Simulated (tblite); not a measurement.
Species: C4H15GeNSi.
Atom-mapped SMILES: `[NH2:1][CH2:2][CH2:3][CH2:4][GeH2:5][CH2:6][SiH3:7]` (hydrogens: H8, H9 on N1; H10, H11 on C2; H12, H13 on C3; H14, H15 on C4; H16, H17 on Ge5; H18, H19 on C6; H20, H21, H22 on Si7)

Computed with GFN2-xTB (tblite), gas phase: L-BFGS steps from a force-field or distance-geometry start until the largest atomic force falls under 0.01 eV/Å.

Step 11: E = -619.1955 eV
```
atom  x, y, z in Å  |  force x, y, z in eV/Å
N1     -3.3951    0.2974   -0.4139    0.010   0.021   0.071
C2     -2.1932    0.4322   -1.2193   -0.003   0.003  -0.014
C3     -1.0378   -0.3498   -0.5995    0.019   0.014   0.013
C4     -0.6307    0.1933    0.7633    0.040  -0.036   0.017
Ge5     0.8693   -0.8549    1.5123    0.010  -0.010  -0.022
C6      2.4075   -0.8633    0.2685   -0.054   0.022   0.032
Si7     2.9805    0.9116   -0.0794    0.004  -0.033  -0.011
H8     -4.1323    0.8960   -0.7665   -0.016  -0.001  -0.027
H9     -3.7324   -0.6590   -0.4346    0.023  -0.021  -0.001
H10    -2.3266    0.0890   -2.2603   -0.046   0.015  -0.040
H11    -1.9348    1.4950   -1.2477    0.002  -0.003   0.000
H12    -1.3283   -1.4000   -0.4951   -0.007   0.027  -0.031
H13    -0.1875   -0.3028   -1.2855   -0.010  -0.013   0.011
H14    -0.3185    1.2353    0.6692   -0.031  -0.017  -0.008
H15    -1.4918    0.1770    1.4305   -0.014  -0.010  -0.016
H16     1.3037   -0.2893    2.8401   -0.004  -0.009   0.044
H17     0.4319   -2.2769    1.7964    0.002  -0.009   0.010
H18     2.1099   -1.3576   -0.6557    0.019   0.013  -0.008
H19     3.2239   -1.4494    0.6878   -0.016   0.020   0.020
H20     4.1548    0.8733   -0.9551    0.016   0.009  -0.006
H21     1.9067    1.6575   -0.7462    0.037   0.000  -0.014
H22     3.3101    1.5647    1.1900    0.020   0.018  -0.022
```

Step 12: E = -619.1963 eV
```
atom  x, y, z in Å  |  force x, y, z in eV/Å
N1     -3.3942    0.2976   -0.4138   -0.018   0.020   0.078
C2     -2.1934    0.4324   -1.2198   -0.007   0.007  -0.004
C3     -1.0384   -0.3488   -0.5996    0.019  -0.006   0.003
C4     -0.6314    0.1927    0.7631    0.025  -0.028   0.031
Ge5     0.8684   -0.8555    1.5139    0.017  -0.009  -0.033
C6      2.4070   -0.8637    0.2686   -0.042   0.012   0.032
Si7     2.9818    0.9105   -0.0800    0.004  -0.021  -0.007
H8     -4.1325    0.8954   -0.7666   -0.009  -0.009  -0.023
H9     -3.7310   -0.6593   -0.4322    0.026  -0.010  -0.004
H10    -2.3280    0.0912   -2.2607   -0.041   0.000  -0.052
H11    -1.9352    1.4945   -1.2479    0.008   0.026   0.000
H12    -1.3287   -1.3983   -0.4974   -0.019  -0.004  -0.017
H13    -0.1885   -0.3039   -1.2846    0.019   0.002  -0.015
H14    -0.3202    1.2351    0.6685   -0.024  -0.018  -0.001
H15    -1.4944    0.1760    1.4282   -0.004  -0.008  -0.010
H16     1.3031   -0.2921    2.8433   -0.006  -0.006   0.033
H17     0.4325   -2.2783    1.7992    0.000  -0.005   0.004
H18     2.1103   -1.3567   -0.6576    0.029   0.015   0.029
H19     3.2245   -1.4482    0.6902   -0.043   0.024  -0.002
H20     4.1559    0.8746   -0.9559    0.020   0.001  -0.006
H21     1.9104    1.6580   -0.7475    0.025   0.002  -0.018
H22     3.3116    1.5665    1.1877    0.021   0.014  -0.017
```

Step 13: E = -619.1970 eV
```
atom  x, y, z in Å  |  force x, y, z in eV/Å
N1     -3.3937    0.2982   -0.4123   -0.029   0.013   0.056
C2     -2.1937    0.4328   -1.2204   -0.010   0.013   0.006
C3     -1.0386   -0.3479   -0.5998    0.011  -0.023  -0.015
C4     -0.6318    0.1917    0.7633   -0.002  -0.015   0.026
Ge5     0.8677   -0.8564    1.5150    0.014  -0.007  -0.019
C6      2.4057   -0.8638    0.2693   -0.019   0.008   0.023
Si7     2.9833    0.9089   -0.0807    0.007   0.001  -0.003
H8     -4.1328    0.8945   -0.7670    0.000  -0.021  -0.013
H9     -3.7292   -0.6598   -0.4297    0.029   0.007  -0.002
H10    -2.3301    0.0934   -2.2620   -0.034  -0.007  -0.036
H11    -1.9355    1.4945   -1.2480    0.009   0.043   0.000
H12    -1.3295   -1.3967   -0.5000   -0.027  -0.031  -0.004
H13    -0.1892   -0.3049   -1.2840    0.042   0.015  -0.034
H14    -0.3225    1.2344    0.6679   -0.014  -0.017   0.009
H15    -1.4970    0.1748    1.4256    0.006  -0.009   0.000
H16     1.3023   -0.2953    2.8470   -0.010  -0.007   0.011
H17     0.4332   -2.2797    1.8021    0.000   0.000  -0.003
H18     2.1112   -1.3556   -0.6589    0.030   0.012   0.054
H19     3.2243   -1.4467    0.6926   -0.058   0.022  -0.014
H20     4.1574    0.8759   -0.9569    0.020  -0.008  -0.005
H21     1.9145    1.6585   -0.7492    0.013   0.004  -0.023
H22     3.3135    1.5686    1.1850    0.021   0.008  -0.014
```

Step 14: E = -619.1977 eV
```
atom  x, y, z in Å  |  force x, y, z in eV/Å
N1     -3.3935    0.2990   -0.4100   -0.019   0.008   0.016
C2     -2.1943    0.4335   -1.2208   -0.007   0.017   0.013
C3     -1.0386   -0.3475   -0.6003    0.000  -0.030  -0.031
C4     -0.6321    0.1904    0.7638   -0.024  -0.007   0.005
Ge5     0.8674   -0.8573    1.5158    0.001  -0.003   0.008
C6      2.4042   -0.8636    0.2704    0.005   0.014   0.011
Si7     2.9848    0.9076   -0.0814    0.012   0.024  -0.002
H8     -4.1332    0.8933   -0.7676    0.003  -0.029  -0.002
H9     -3.7270   -0.6601   -0.4274    0.027   0.020   0.003
H10    -2.3327    0.0953   -2.2637   -0.028  -0.005   0.001
H11    -1.9357    1.4952   -1.2481    0.006   0.040  -0.001
H12    -1.3307   -1.3959   -0.5024   -0.026  -0.043   0.003
H13    -0.1890   -0.3055   -1.2840    0.044   0.022  -0.039
H14    -0.3248    1.2336    0.6675   -0.003  -0.015   0.017
H15    -1.4994    0.1735    1.4234    0.012  -0.012   0.011
H16     1.3013   -0.2982    2.8506   -0.013  -0.008  -0.011
H17     0.4338   -2.2810    1.8046    0.000   0.004  -0.010
H18     2.1126   -1.3545   -0.6592    0.022   0.004   0.059
H19     3.2232   -1.4449    0.6945   -0.053   0.011  -0.013
H20     4.1591    0.8769   -0.9578    0.017  -0.018  -0.001
H21     1.9186    1.6590   -0.7511    0.004   0.004  -0.025
H22     3.3156    1.5707    1.1823    0.020   0.004  -0.010
```

Q: Estimate the geometry and energy of step 15. (The exact step hangs on the optimiser's Hessian estimate; all steps are aligned on step 14, rigid shifts and turns removed.)

A: E = -619.1984 eV, largest force 0.048 eV/Å
```
atom  x, y, z in Å  |  force x, y, z in eV/Å
N1     -3.3934    0.2999   -0.4076    0.004   0.005  -0.020
C2     -2.1949    0.4345   -1.2210    0.001   0.016   0.012
C3     -1.0385   -0.3478   -0.6013   -0.008  -0.026  -0.036
C4     -0.6327    0.1890    0.7643   -0.034  -0.006  -0.021
Ge5     0.8671   -0.8581    1.5165   -0.015   0.002   0.027
C6      2.4028   -0.8628    0.2717    0.019   0.028   0.003
Si7     2.9863    0.9068   -0.0821    0.014   0.040  -0.005
H8     -4.1337    0.8918   -0.7684   -0.001  -0.029   0.005
H9     -3.7246   -0.6601   -0.4255    0.022   0.024   0.009
H10    -2.3355    0.0969   -2.2651   -0.021   0.002   0.038
H11    -1.9357    1.4966   -1.2482    0.001   0.023   0.000
H12    -1.3323   -1.3960   -0.5045   -0.018  -0.037   0.002
H13    -0.1880   -0.3056   -1.2847    0.028   0.022  -0.029
H14    -0.3269    1.2325    0.6675    0.004  -0.014   0.021
H15    -1.5013    0.1722    1.4218    0.012  -0.016   0.019
H16     1.3003   -0.3009    2.8535   -0.015  -0.008  -0.026
H17     0.4343   -2.2821    1.8066    0.001   0.005  -0.016
H18     2.1142   -1.3535   -0.6584    0.008  -0.006   0.047
H19     3.2212   -1.4433    0.6961   -0.033  -0.004  -0.001
H20     4.1609    0.8774   -0.9586    0.013  -0.026   0.002
H21     1.9221    1.6595   -0.7533   -0.002   0.003  -0.026
H22     3.3179    1.5726    1.1798    0.020   0.002  -0.005
```

The energy changes by -0.0006 eV. The first-order estimate −F·Δx gives -0.0008 eV and the mean of the old and new forces, exact on a quadratic surface, -0.0006 eV. The step makes an angle of 64° with the force vector and moves no atom by more than 0.004 Å.

What follows is the cost of the whole relaxation. On one thread of an Arm Neoverse V2 (shared host), this took 0.58 s.
